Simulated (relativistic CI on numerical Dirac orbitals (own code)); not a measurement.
Cu⁴⁺ in a cubic cluster: L2,3 absorption with charge transfer

Computed with a charge-transfer multiplet model of a cubic metal-ligand cluster with up to 2 ligand holes, Slater and spin-orbit integrals from Dirac-Coulomb-Breit ions, Slater integrals scaled by 0.8. The parameters are those of a tetrahedral site (10Dq negative, t2 hopping the larger). The ground state mixes d7 with configurations of k ligand holes L, whose averages lie at kΔ + k(k − 1)U_dd/2; a core hole lowers each added d electron by U_cd. 300 K, Lorentzian 0.4 eV and Gaussian 0.3 eV FWHM.

Atomic integrals in eV (Slater integrals scaled, ζ unscaled), ground: F2dd 11.838, F4dd 7.422, zeta_d 0.120; with the core hole: F2dd 12.413, F4dd 7.786, zeta_d 0.150, zeta_core 13.370, F2cd 7.564, G1cd 5.867, G3cd 3.340.

Cluster parameters (eV): Δ = 0.5, U_dd = 6.8, U_cd = 8.1, 10Dq = -0.45, 10Dq(ligand) = 0, final-state hopping factor = 1.

```tsv
Case	n_d	d7	d8L	d9L2	S
V(eg) = 0.38 eV, V(t2g) = -0.64 eV	7.14	0.86	0.14	0.00	1.50
V(eg) = 0.68 eV, V(t2g) = -1.15 eV	7.29	0.72	0.27	0.01	1.50
V(eg) = 0.98 eV, V(t2g) = -1.66 eV	7.40	0.63	0.35	0.02	1.50
V(eg) = 1.58 eV, V(t2g) = -2.67 eV	7.54	0.51	0.44	0.05	1.50
```

Weights, n_d and S are thermal averages at 300 K. Photon energies count from the first peak over 30 % of the highest in each spectrum, which can be another peak from case to case. The parameters are a model scan and need not match a compound or its usual spin state. Peaks in eV (height, largest 100):
- V(eg) = 0.38 eV, V(t2g) = -0.64 eV: 0.0 (45), 0.7 (94), 1.6 (100), 3.0 (52), 3.9 (39), 4.7 (21), 6.1 (12), 7.2 (8), 22.5 (35), 23.8 (11), 26.5 (6)
- V(eg) = 0.68 eV, V(t2g) = -1.15 eV: 0.0 (100), 0.7 (99), 2.4 (29), 3.2 (24), 4.2 (25), 6.4 (7), 7.4 (5), 21.2 (34)
- V(eg) = 0.98 eV, V(t2g) = -1.66 eV: 0.0 (100), 0.5 (89), 4.0 (15), 4.8 (13), 21.0 (32), 22.1 (17)
- V(eg) = 1.58 eV, V(t2g) = -2.67 eV: 0.0 (100), 1.3 (42), 3.4 (6), 20.9 (29), 21.6 (20)

For the case V(eg) = 0.68 eV, V(t2g) = -1.15 eV, Δ = 0.5 eV is smaller than U_dd = 6.8 eV, the charge-transfer side of the Zaanen-Sawatzky-Allen scheme. With the core hole the configuration with one ligand hole lies at Δ + U_dd − U_cd = -0.8 eV from the one without, against Δ in the ground state.
